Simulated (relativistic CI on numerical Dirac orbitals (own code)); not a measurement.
# How well does a small relativistic CI reproduce Si VII?

Calculated at this level of theory: Dirac-Coulomb-Breit CI, separate exchange-only KLI orbitals for each configuration, a model potential for QED, unscaled Slater integrals (own radial code, finite nucleus).

Configuration list (outside the closed core 1s2): 2s2.2p4, 2s.2p5, 2p6, 2s2.2p3.3s, 2s2.2p3.3p, 2s2.2p3.3d, 2p5.3s, 2p5.3p, 2s.2p4.3s, 2p5.3d, 2s2.2p3.4s, 2s.2p4.3p, 2s2.2p3.4p, 2s2.2p3.4d, 2s2.2p3.4f, 2s.2p4.3d. Levels of other configurations are missing.

| Configuration | Term (tabulated) | J | Measured (cm⁻¹) | Computed | Error | Purity (%) |
| --- | --- | --- | --- | --- | --- | --- |
| 2s2.2p4 | 3P | 2 | 0.0 | 0 | 0 | 100 |
| 2s2.2p4 | 3P | 1 | 4030.0 | 3998 | -32 | 100 |
| 2s2.2p4 | 3P | 0 | 5565.0 | 5533 | -32 | 100 |
| 2s2.2p4 | 1D | 2 | 46569.8 | 49214 | 2644 | 100 |
| 2s2.2p4 | 1S | 0 | 99341.0 | 98680 | -661 | 97 |
| 2s.2p5 | 3P° | 2 | 363170.0 | 369661 | 6491 | 100 |
| 2s.2p5 | 3P° | 1 | 366786.0 | 373258 | 6472 | 99 |
| 2s.2p5 | 3P° | 0 | 368761.0 | 375214 | 6453 | 100 |
| 2s.2p5 | 1P° | 1 | 505650.0 | 522361 | 16711 | 99 |
| 2p6 | 1S † | 0 | 849057.0 | 880790 | 31733 | 96 |
| 2s2.2p3.3s | 3S° | 1 | 1172470.0 | 1166435 | -6035 | 99 |
| 2s2.2p3.3s | 1D° | 2 | 1235890.0 | 1232914 | -2976 | 98 |
| 2s2.2p3.3s | 3P° | 0 | 1261530.0 | 1253496 | -8034 | 97 |
| 2s2.2p3.3s | 3P° | 1 | 1261610.0 | 1253679 | -7931 | 96 |
| 2s2.2p3.3s | 3P° | 2 | 1262040.0 | 1254185 | -7855 | 94 |
| 2s2.2p3.3s | 1P° | 1 | 1272720.0 | 1265910 | -6810 | 96 |
| 2s2.2p3.3d | 3D° | 3 | 1367560.0 | 1363983 | -3577 | 99 |
| 2s2.2p3.3d | 3F° | 2 | 1426050.0 | 1412053 | -13997 | 98 |
| 2s2.2p3.3d | 3D° | 3 | 1428020.0 | 1426202 | -1818 | 99 |
| 2s2.2p3.3d | 3D° | 2 | 1428090.0 | 1426066 | -2024 | 97 |
| 2s2.2p3.3d | 1P° | 1 | 1429240.0 | 1427429 | -1811 | 75 |
| 2s2.2p3.3d | 3P° | 2 | 1435460.0 | 1433902 | -1558 | 97 |
| 2s2.2p3.3d | 1D° | 2 | 1436330.0 | 1432800 | -3530 | 95 |
| 2s2.2p3.3d | 3P° | 1 | 1436750.0 | 1435378 | -1372 | 95 |
| 2s2.2p3.3d | 3S° | 1 | 1441230.0 | 1438429 | -2801 | 95 |
| 2s2.2p3.3d | 1F° | 3 | 1447440.0 | 1448335 | 895 | 88 |
| 2s2.2p3.3d | 3P° | 0 | 1460290.0 | 1453117 | -7173 | 96 |
| 2s2.2p3.3d | 3P° | 1 | 1460860.0 | 1453804 | -7056 | 94 |
| 2s2.2p3.3d | 3P° | 2 | 1461860.0 | 1454895 | -6965 | 96 |
| 2s2.2p3.3d | 3D° | 2 | 1466490.0 | 1461343 | -5147 | 88 |
| 2s2.2p3.3d | 3D° | 3 | 1467390.0 | 1461778 | -5612 | 91 |
| 2s2.2p3.3d | 1D° | 2 | 1470050.0 | 1467015 | -3035 | 88 |
| 2s2.2p3.3d | 1F° | 3 | 1473670.0 | 1470444 | -3226 | 96 |
| 2s2.2p3.4s | 3D° | 3 | 1631160.0 | 1625751 | -5409 | 91 |
| 2s2.2p3.4s | 1D° | 2 | 1635390.0 | 1630541 | -4849 | 99 |
| 2s2.2p3.4d | 3D° | 3 | 1643740.0 | 1638200 | -5540 | 97 |
| 2s.2p4.3s | 3S | 1 | 1663240.0 | 1665735 | 2495 | 87 |
| 2s2.2p3.4s | 1P° | 1 | 1672010.0 | 1676533 | 4523 | 69 |

Measured levels from NIST levels in Kelleher and Podobedova, J. Phys. Chem. Ref. Data 37, 1285 (2008); Martin and Zalubas, J. Phys. Chem. Ref. Data 12, 323 (1983); pairs were made by configuration, J and term (by order where the table uses no LS term), so strongly mixed levels may be paired wrongly.

Mean error by configuration (cm⁻¹): 2s2.2p4 480; 2s.2p5 9032; 2s2.2p3.3s -6607; 2s2.2p3.3d -4106; 2s2.2p3.4s -1912; 2s2.2p3.4d -5540; 2s.2p4.3s 2495. Over the excited levels the mean absolute error is 4821 cm⁻¹ (37 of the 37 excited levels that our extract of the source holds in range could be paired), and the median relative error of those above 1,000 cm⁻¹ is 0.37 %. † marks terms whose computed intervals miss the measured ones by more than a factor of 2.5, or configurations far off the rest, from wrong mixing, a near crossing or a doubtful label or measurement; they are left out of the means.
